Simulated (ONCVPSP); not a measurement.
# iron: excitation energies, all-electron against ONCV

- Element: iron (Fe)
- Generator: ONCVPSP 4.0.1
- Type: optimised norm-conserving Vanderbilt (ONCV)
- Functional: LDA (Perdew-Wang 92)
- Relativity: scalar-relativistic
- Frozen core: [Ne]
- Valence charge: 16
- Reference configuration: 3s2 3p6 3d6 4s1.75 4p0.25
- Partial waves: 3s+4s: rc 1.20 bohr, ncon 4, nbas 9, qcut 8.8 1/bohr, 3 projectors, debl 0.7 Ha; 3p+4p: rc 1.50 bohr, ncon 5, nbas 8, qcut 10.9 1/bohr, 2 projectors; 3d: rc 1.20 bohr, ncon 4, nbas 9, qcut 11.6 1/bohr, local
- Local potential: the d channel
- Core correction: none

Energies are relative to the spin-unpolarised reference configuration 3s2 3p6 3d6 4s1.75 4p0.25; without spin polarisation the order of configurations can differ from experiment.

Problem. Give the all-electron excitation energy and the error of the potential for: 3s2 3p6 3d6 4s2 4p0; 3s2 3p6 3d6 4s1 4p0; 3s2 3p6 3d6 4s0 4p0; 3s2 3p6 3d7 4s1 4p0.

Solution.

```json
{"valence configuration": "3s2 3p6 3d6 4s2 4p0", "charge": "0", "ΔE all-electron (eV)": "-1.019", "error AE − PS (meV)": "+0.1"}
{"valence configuration": "3s2 3p6 3d6 4s1 4p0", "charge": "+1", "ΔE all-electron (eV)": "7.955", "error AE − PS (meV)": "0.0"}
{"valence configuration": "3s2 3p6 3d6 4s0 4p0", "charge": "+2", "ΔE all-electron (eV)": "24.440", "error AE − PS (meV)": "+1.4"}
{"valence configuration": "3s2 3p6 3d7 4s1 4p0", "charge": "0", "ΔE all-electron (eV)": "-1.856", "error AE − PS (meV)": "-6.4"}
```

Levels in the configuration 3s2 3p6 3d6 4s0 4p0:

```json
{"level": "3s", "all-electron (eV)": "-112.054", "pseudo (eV)": "-112.055"}
{"level": "3p", "all-electron (eV)": "-78.482", "pseudo (eV)": "-78.481"}
{"level": "3d", "all-electron (eV)": "-26.035", "pseudo (eV)": "-26.050"}
```
